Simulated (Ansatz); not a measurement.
`CCO[SiH2]P` + `C[SiH](O)[SiH3]` → `CCO[SiH2]C` + `O[SiH]([SiH3])P`  (redistribution)

Gas-phase electronic energies from Ansatz, PBE0-D4/def2-TZVP geometries. CCSD(T)/CBS is the MP2 limit (def2-TZVPP, def2-QZVPP) plus CCSD(T) − MP2 in def2-TZVPP, frozen cores. DFT in def2-TZVPP. Each species was taken in one conformer, which may not be the lowest.

`CCO[SiH2]P`:

Z-matrix (Å, degrees):
```
C
C 1 1.508
H 1 1.093 2 110.4
H 1 1.092 2 110.5 3 -120.1
H 1 1.092 2 110.5 3 120.1
O 2 1.417 1 109.2 3 179.9
H 2 1.098 1 110.3 3 -59.3
H 2 1.098 1 110.3 3 59.1
Si 6 1.644 2 122.5 1 179.2
P 9 2.239 6 110.9 2 179.6
H 9 1.491 6 110.3 2 -60.0
H 9 1.491 6 110.3 2 59.2
H 10 1.421 9 93.0 6 47.0
H 10 1.421 9 93.0 6 -46.9
```

`C[SiH](O)[SiH3]`:

Z-matrix (Å, degrees):
```
C
Si 1 1.869
H 1 1.092 2 111.1
H 1 1.094 2 111.1 3 -120.6
H 1 1.094 2 110.3 3 120.0
O 2 1.657 1 112.1 3 59.1
Si 2 2.342 1 111.5 3 -59.2
H 2 1.496 1 107.9 3 -179.7
H 6 0.958 2 117.6 1 68.6
H 7 1.489 2 110.9 1 59.8
H 7 1.488 2 111.5 1 -178.9
H 7 1.490 2 109.3 1 -59.2
```

`CCO[SiH2]C`:

```xyz
15

C    -0.535    2.291    0.269
C     0.650    1.458   -0.169
O     0.572    0.135    0.321
Si   -0.167   -1.098   -0.480
C     0.185   -2.659    0.459
H    -0.610    2.303    1.358
H    -0.426    3.320   -0.082
H    -1.468    1.890   -0.134
H     1.577    1.889    0.220
H     0.731    1.457   -1.265
H    -1.639   -0.870   -0.579
H     0.362   -1.163   -1.875
H     1.260   -2.845    0.514
H    -0.204   -2.593    1.477
H    -0.287   -3.514   -0.032
```

`O[SiH]([SiH3])P`:

```xyz
11

O    -0.469    1.138   -1.724
Si   -0.535   -0.078   -0.604
Si   -0.083    0.899    1.469
P     0.912   -1.724   -1.153
H    -0.598    0.898   -2.644
H    -1.874   -0.742   -0.600
H    -1.049    1.979    1.809
H     1.295    1.460    1.468
H    -0.164   -0.162    2.510
H     2.030   -1.148   -0.493
H     0.535   -2.520   -0.037
```

```
         level  ΔE (kJ/mol)
       ωB97M-V         -5.6
          PBE0         -5.4
MP2/def2-TZVPP         -5.7
 MP2/CBS(def2)         -6.6
```

Task: What does CCSD(T)/CBS give? (Estimate.)

Result: The calculation gave: -6.0 kJ/mol. The listed levels differ from it by 0.4, 0.6, 0.3, -0.6 kJ/mol.

Largest T1 diagnostic among the species: 0.014.
